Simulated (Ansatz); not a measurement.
C2H4FNOSi can be A, `C[SiH](F)N=C=O`, or B, `O[SiH]1C=C(F)N1`.

Gas-phase electronic energies from Ansatz, PBE0-D4/def2-TZVP geometries. CCSD(T)/CBS adds triple-zeta CCSD(T) − MP2 to the extrapolated MP2 energy (def2 sets, frozen cores). Functionals use def2-TZVPP. B3LYP here is the variant with VWN-RPA as its local correlation; programs differ in this. Each species was taken in one conformer, which may not be the lowest.

A:

```xyz
10

C    -0.598    1.494    0.165
Si   -0.323   -0.282    0.565
F     0.432   -0.403    1.966
N     0.669   -0.993   -0.624
C     1.347   -1.794   -1.196
O     2.012   -2.544   -1.786
H     0.353    2.029    0.109
H    -1.217    1.970    0.929
H    -1.105    1.593   -0.798
H    -1.570   -1.070    0.670
```

B:

Z-matrix (Å, degrees):
```
Si
C 1 1.826
C 1 2.163 2 38.3
N 1 1.794 2 77.8 3 6.3
O 1 1.630 2 123.4 3 120.4
H 1 1.475 2 119.7 3 -102.8
H 2 1.075 1 146.7 3 179.0
F 3 1.322 1 170.8 2 -139.2
H 4 1.011 1 128.0 2 -126.5
H 5 0.959 1 117.3 2 -35.5
```

Which isomer does CCSD(T)/CBS put lower? Give the gap. (Best estimate.)

Computed: A, by 58.1 kcal/mol.

Give E(B) − E(A) in kcal/mol with ωB97M-V, CCSD(T)/def2-TZVPP, B2PLYP, BLYP-D4, B3LYP-D4, LDA (SPW92), r2SCAN-D4. (Estimate.)

Computed: ωB97M-V 57.6, CCSD(T)/def2-TZVPP 59.4, B2PLYP 63.8, BLYP-D4 65.1, B3LYP-D4 63.3, LDA (SPW92) 49.2, r2SCAN-D4 60.7. None reverses the order clearly.

Does the order hold for the free energy at 298.15 K (harmonic terms from PBE0-D4)? (Estimate.)

The calculation gave: Yes: G(B) − G(A) = +61.4 kcal/mol, for one conformer each. Modes under 60 cm⁻¹, often nearly free rotors, make the harmonic entropy too high.

Largest T1 diagnostic: 0.014.

From BLYP to BHLYP (50 % exact exchange), in def2-TZVPP and without D4, E(B) − E(A) moves by −3.3 kcal/mol. In def2-TZVPP, CCSD(T) changes the Hartree–Fock value by −8.8 kcal/mol (the triples alone add −0.3 kcal/mol) and MP2 by −7.0 kcal/mol.
